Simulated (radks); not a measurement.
Values are calculated unless marked as measured or tabulated.
The krypton ion Kr35+, configuration 1s1 (the NIST ground configuration).

Code: a radial shooting solver on a logarithmic mesh with Libxc functionals. Model: scalar-relativistic Kohn-Sham, PBE, spin-polarised, spherical densities, finite nucleus; open shells are filled with parallel spins first; Fermi nuclear charge, rms radius 4.1884 fm.

Energy parts (eV):
part                      energy
total                 -17942.241
kinetic                18595.174
electron-nucleus      -36543.035
Hartree                  314.079
exchange-correlation    -308.459

Orbitals (lengths in bohr, moments of r in powers of bohr; <r^-3> diverges for s and p1/2; r(max) is where P^2 peaks):
orbital  occ.  eigenvalue (eV)   r(max)  <r^-3>
1s up       1        -17712.61  0.02679       -
2s up       0        -4363.899   0.1424       -
2p up       0        -4292.013   0.1103    2059

The highest occupied level is 1s up at -17712.6 eV. For comparison, the ionisation energy in NIST's Atomic Spectra Database is 17936.2 eV (theoretical). In exact Kohn-Sham theory the highest level is minus the ionisation energy, but local and semilocal functionals leave it too shallow, through self-interaction and a potential that decays too fast; potentials with the right tail come closer.
